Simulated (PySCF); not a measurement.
One of the candidates below gave these computed data.

All candidates are C8H10O2S.

* 1H NMR: chemical shifts (computed TMS as zero) by class: 8.14 (2 H), 7.89 (1 H), 7.85 (2 H), 2.50 (2 H), 1.66 (3 H) ppm [GIAO PBE0/pcSseg-1]
* Dipole: 4.96 D [PBE0/pcSseg-1]
* NMR, other nuclei: isotropic shieldings of nuclei other than C and H, by class: 157 (2 O), 205 (1 S) ppm [GIAO PBE0/pcSseg-1]
* 13C NMR: chemical shifts (computed TMS as zero) by class: 150.6 (1 C), 138.7 (1 C), 134.5 (2 C), 133.2 (2 C), 60.7 (1 C), 6.2 (1 C) ppm [GIAO PBE0/pcSseg-1]
* Rotational structure: rotational constants A, B, C: 2.179, 0.619, 0.585 GHz [GFN2-xTB]

Gas-phase values; electronic properties from PySCF, density fitting. Levels stand in brackets. The structure is a single GFN2-xTB conformer in the gas phase; no vibrational or solvent corrections. Each NMR value is the plain mean over a class of atoms that symmetry, rotation or inversion makes alike.

Question: Which candidate is it?
A. `O=S1(=O)C=CC(C2CCC2)=C1`
B. `CS(=O)(=O)C1=CCC=CC=C1`
C. `CS(=O)(=O)Cc1ccccc1`
D. `CCS(=O)(=O)c1ccccc1`

Answer: D. It is `CCS(=O)(=O)c1ccccc1`. Numbering: `[CH3:1][CH2:2][S:3](=[O:4])(=[O:5])[c:6]1[cH:7][cH:8][cH:9][cH:10][cH:11]1`. 8 carbons fall into 6 classes; from least to most shielded: substituted aromatic carbon [C6] (150.6 ppm), aromatic CH carbon [C9] (138.7 ppm), aromatic CH carbon [C8/C10] (134.5 ppm, 2 C), aromatic CH carbon [C7/C11] (133.2 ppm, 2 C), chain sp3 carbon bound to sulfur [C2] (60.7 ppm), methyl carbon [C1] (6.2 ppm). Hydrogen classes from least to most shielded: 2 H on the ortho carbons, C7/C11 (8.14 ppm), 1 H on the para carbon, C9 (7.89 ppm), 2 H on the meta carbons, C8/C10 (7.85 ppm), 2 H on an sp3 carbon bound to sulfur, C2 (2.50 ppm), 3 H on a methyl carbon, C1 (1.66 ppm, a mean of values up to 0.6 ppm apart in this geometry). The other shieldings belong to: 157 ppm, sulfonyl oxygen [O4/O5]; 205 ppm, sulfonyl sulfur [S3]. The optimised geometry has point group Cs and is an asymmetric top.

The others, at the same levels:
- `CS(=O)(=O)Cc1ccccc1` fails: its computed 13C shifts are 137.0 (2 C), 135.6 (1 C), 134.6 (1 C), 134.6 (2 C), 69.5 (1 C), 44.2 (1 C) ppm, 1H shifts are 7.80 (2 H), 7.74 (2 H), 7.72 (1 H), 4.04 (2 H), 2.03 (3 H) ppm and dipole moment is 4.71 D (against 4.96 D).
- `CS(=O)(=O)C1=CCC=CC=C1` fails: it has 8 carbon classes against 6; its computed 13C shifts are 146.3 (1 C), 140.1 (1 C), 133.7 (1 C), 131.9 (1 C), 127.7 (1 C), 124.7 (1 C), 49.7 (1 C), 30.9 (1 C) ppm, 1H shifts are 7.60 (1 H), 7.29 (1 H), 6.68 (1 H), 6.14 (1 H), 5.54 (1 H), 2.34 (3 H), 2.33 (2 H) ppm and rotational constant A is 1.950 GHz (against 2.179 GHz).
- `O=S1(=O)C=CC(C2CCC2)=C1` fails: it has 7 carbon classes against 6; its computed 13C shifts are 154.9 (1 C), 144.4 (1 C), 134.6 (1 C), 132.7 (1 C), 35.9 (1 C), 27.2 (2 C), 17.3 (1 C) ppm, 1H shifts are 6.68 (1 H), 6.37 (1 H), 6.12 (1 H), 3.24 (1 H), 2.36 (2 H), 2.14 (1 H), 2.08 (2 H), 1.94 (1 H) ppm and rotational constant A is 2.580 GHz (against 2.179 GHz).

Each candidate is one conformer, not necessarily the lowest. Dipoles, sizes and rotational constants follow the conformer. The torsions of the flexible species, by atom-mapped SMILES:
- `[CH3:1][CH2:2][S:3](=[O:4])(=[O:5])[c:6]1[cH:7][cH:8][cH:9][cH:10][cH:11]1`: C1–C2–S3–O4 65°, C2–S3–C6–C7 89°
- `[CH3:1][S:2](=[O:3])(=[O:4])[CH2:5][c:6]1[cH:7][cH:8][cH:9][cH:10][cH:11]1`: C1–S2–C5–C6 53°, S2–C5–C6–C7 -106°
- `[CH3:1][S:2](=[O:3])(=[O:4])[C:5]1=[CH:6][CH2:7][CH:8]=[CH:9][CH:10]=[CH:11]1`: C1–S2–C5–C6 108°
- `[O:1]=[S:2]1(=[O:3])[CH:4]=[CH:5][C:6]([CH:7]2[CH2:8][CH2:9][CH2:10]2)=[CH:11]1`: C5–C6–C7–C8 -158°
